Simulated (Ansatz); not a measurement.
Reaction (formal exchange of groups at a C–Si bond): `C[SiH](F)C=N` + `CCC` → `CC(C)C=N` + `C[SiH2]F`

Gas-phase electronic energies from Ansatz, PBE0-D4/def2-TZVP geometries. CCSD(T)/CBS adds triple-zeta CCSD(T) − MP2 to the extrapolated MP2 energy (def2 sets, frozen cores). DFT in def2-TZVPP. B3LYP here is the variant with VWN-RPA as its local correlation; programs differ in this. One conformer a species, not always the lowest.

**Question.** Is it downhill or uphill in electronic energy at CCSD(T)/CBS, and by how much? (An estimate is asked.)

**Answer.** The calculation gave: Uphill: ΔE = +5.9 kJ/mol.

**Question.** What do these levels give: PBE0-D4, ωB97X-V, ωB97M-V, PBE, r2SCAN, B3LYP, MP2/def2-TZVPP, SCS-MP2/def2-TZVPP, CCSD/def2-TZVPP, HF/def2-QZVPP, HF/CBS(def2), MP2/CBS(def2)? (Estimate.)

**Answer.** Computed: PBE0-D4 7.3, ωB97X-V 5.7, ωB97M-V 7.5, PBE 11.8, r2SCAN 8.7, B3LYP 12.7, MP2/def2-TZVPP 1.5, SCS-MP2/def2-TZVPP 3.5, CCSD/def2-TZVPP 5.4, HF/def2-QZVPP 6.4, HF/CBS(def2) 6.4, MP2/CBS(def2) 2.5 kJ/mol.

Largest T1 diagnostic among the species: 0.012.

From PBE to PBE0 (25 % exact exchange), in def2-TZVPP and without D4, ΔE moves by −3.2 kJ/mol.
